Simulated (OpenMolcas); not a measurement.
Sb IV: effect of the active space

| Item | Value |
| --- | --- |
| Program | OpenMolcas |
| Method | CASSCF or its RAS form |
| Basis | ANO-RCC-VQZP |
| Scalar Hamiltonian | X2C, point nucleus |
| Spin-orbit coupling | state interaction with AMFI integrals over the reference wave functions, term energies averaged over their components |

A. 2 electrons in 4 orbitals (5s 5p); 2S+1 = 1 even, 7 roots; 2S+1 = 3 even, 3 roots kept (CI in the orbitals of an earlier block); 2S+1 = 1 odd, 3 roots; 2S+1 = 3 odd, 3 roots kept (CI in the orbitals of an earlier block); cost about 29 core-seconds
B. 2 electrons in 9 orbitals (RAS2 5s 5p; RAS3 5d, at most 2 electrons); 2S+1 = 3 even, 3 roots (0 in the spin-orbit step); 2S+1 = 1 even, 1 root; 2S+1 = 3 odd, 3 roots; 2S+1 = 1 odd, 3 roots; cost of the order of 24 core-seconds

Energies in cm-1 above 5s2 1S0, the measured ground level; measured values from Moore, Atomic Energy Levels, vol. III, NSRDS-NBS 35 (1971 reprint of NBS Circular 467, 1958).

| Level | A | B | Measured |
| --- | --- | --- | --- |
| 5s2 1S0 | 0.0 | 0.0 | 0.0 |
| 5s 5p 3P* 0 | 62615 | 60436 |  |
| 5s 5p 3P* 1 | 64293 | 62424 | 66700 |
| 5s 5p 3P* 2 | 68187 | 67119 | 72560 |
| 5s 5p 1P* 1 | 102881 | 98165 | 95952 |

Deviations, from unrounded energies. A percentage is the sum of absolute deviations over the sum of measured energies, with the sign that they share, or ± where signs differ.

| Against measurement | Levels | A | B |
| --- | --- | --- | --- |
| mean absolute deviation (cm-1) | 3 | 4600 | 4000 |
| other configurations (%) | 3 | ±5.8 | ±5.1 |

B lies closest to measurement on these levels. The largest miss of B in the table is 5s 5p 3P* 2, by -5400 cm-1. The ranking rests on the paired levels alone, and a cruder setting can come out closer through cancelling errors.

Between A and B the level of the table that moves most is 5s 5p 1P* 1, by 4700 cm-1 (lowest in B, highest in A).

Terms from blocks run as CI alone lack orbitals of their own (holds for A). Some high roots are left out of the spin-orbit mixing, which shifts the levels that they would mix with (holds for B). Active for correlation alone: 5d; no level in the range computed is led by a configuration that fills it, so any true level of that kind is missing (holds for B). Measured partners are found by configuration, term and J. A level has none where our copy of the source lacks it or the pairing is in doubt (some pairs that miss far off the trend of their configuration count as doubtful), and it then counts in no deviation. Levels of configurations outside the active space are missing. Levels that lie high or do not pair safely by name in every column are left out.

* marks odd parity.
